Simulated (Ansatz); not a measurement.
```yaml
crystal:
  periodic: [false, false, false]
  atoms:
    - {symbol: C, position_ang: [-0.653943, 1.413312, -0.780719]}
    - {symbol: O, position_ang: [0.479342, 1.037159, -1.510929]}
    - {symbol: Sn, position_ang: [1.653353, -0.549757, -1.552307]}
    - {symbol: O, position_ang: [1.089335, -1.562253, 0.046166]}
    - {symbol: C, position_ang: [0.275329, -1.294597, 1.152838]}
    - {symbol: H, position_ang: [-1.254211, 0.556648, -0.452409]}
    - {symbol: H, position_ang: [-1.291968, 2.048972, -1.404991]}
    - {symbol: H, position_ang: [-0.378163, 1.991700, 0.109856]}
    - {symbol: H, position_ang: [-0.755298, -1.626906, 0.976684]}
    - {symbol: H, position_ang: [0.656268, -1.841129, 2.022861]}
    - {symbol: H, position_ang: [0.245156, -0.230149, 1.413551]}
basis:
  gaussian: {orbitals: LANL2DZ}
hamiltonian: {xc: {name: wB97}}
```

```sh
$ ansatz run in.yaml --threads 4 --pin off --events-out ev --progress --plain --max-ram 10444MiB
```

Question: How does Ansatz answer? (An estimate is asked.)

Answer: Ansatz gave: The program refused the input.
```
Error: <dir> can't be read: No such file or directory (os error 2)
```
